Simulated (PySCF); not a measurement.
Computed IR spectrum (relative IR intensity) of a molecule CH10FNSi3. Geometry: B3LYP-D3(BJ)/def2-SVP. The values are those of a single conformer. Calculation: B3LYP-D3(BJ)/def2-SVP in PySCF. Frequencies are harmonic and unscaled.

Lines under 2 % of the strongest are left out, and lines within 2 cm⁻¹ are merged.

ν (cm⁻¹): 174 (vw), 199 (w), 243 (vw), 280 (vw), 309 (vw), 507 (w), 524 (w), 618 (w), 694 (w), 788 (m), 791 (vs), 822 (w), 858 (w), 878 (m), 903 (s), 932 (m), 942 (m), 946 (w), 951 (w), 954 (m), 1045 (vw), 1066 (w), 1111 (w), 1620 (w), 2199 (m), 2202 (m), 2206 (w), 2211 (m), 2213 (m), 2225 (s), 3577 (vw) (against the strongest line: vs over 80 %, s over 45 %, m over 15 %, w over 4 %, vw less)

### Question
Identify the compound among the candidates.
A) N[C@H]([SiH3])[Si@@H](F)[SiH3]
B) C[Si@@H](N)[Si@H](F)[SiH3]
C) N[SiH2][Si@@H](F)C[SiH3]
D) C[Si@@](F)([SiH3])N[SiH3]

### Answer
A, N[C@H]([SiH3])[Si@@H](F)[SiH3]
